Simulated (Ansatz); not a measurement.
Ansatz (a program for electronic structure) input:

Ansatz 0.2 input:
```yaml
crystal:
  periodic: [false, false, false]
  atoms:
    - {symbol: In, position_ang: [-0.00000000, -0.00000000, -0.31203525]}
    - {symbol: F, position_ang: [0.00000000, 0.00000000, 1.69885860]}
basis:
  gaussian:
    orbitals: def2-SVPD
magnetization: {spin_polarized: false}
correlation: {method: ccsd_t, electrons: outside_noble_gas}
output: {forces: true}
```

Which total energy does the run end on?

-288.89489 Eh (CCSD(T)/def2-SVPD). The basis has 55 functions.
